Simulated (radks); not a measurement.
Results of a calculation; reference values are marked as such.
Task: These are the eigenvalues of the occupied orbitals of an atom or ion with whole-number occupations (eV). Code: a radial shooting solver on a logarithmic mesh with Libxc functionals. Model: non-relativistic Kohn-Sham, TPSS, spin-polarised, spherical densities, point nucleus; meta-GGA in the generalised Kohn-Sham scheme.

1s down: -18388.54
1s up: -18388.52
2s up: -2536.372
2s down: -2536.053
2p up: -2328.881
2p down: -2328.644
3s up: -428.0231
3s down: -427.8846
3p up: -348.9934
3p down: -348.8098
3d up: -205.3798
3d down: -205.0479
4s up: -62.7823
4s down: -60.5875
4p up: -41.2689
4p down: -38.7652
4d up: -10.1551

Which element is it, and in what charge state? The configuration may be excited. Open shells, if any, are filled with parallel spins first.

Result: Z = 41, niobium, charge +1: Nb+ in [Kr] 4d4. The list shows which subshells hold electrons but not how many an open one holds; the 1s level, -675.77 hartree, gives Z - s = 36.8 by -(Z - s)^2/2, which with screening narrows Z to a few neighbours, and the depths of the outer levels then fix element, charge and occupations together.
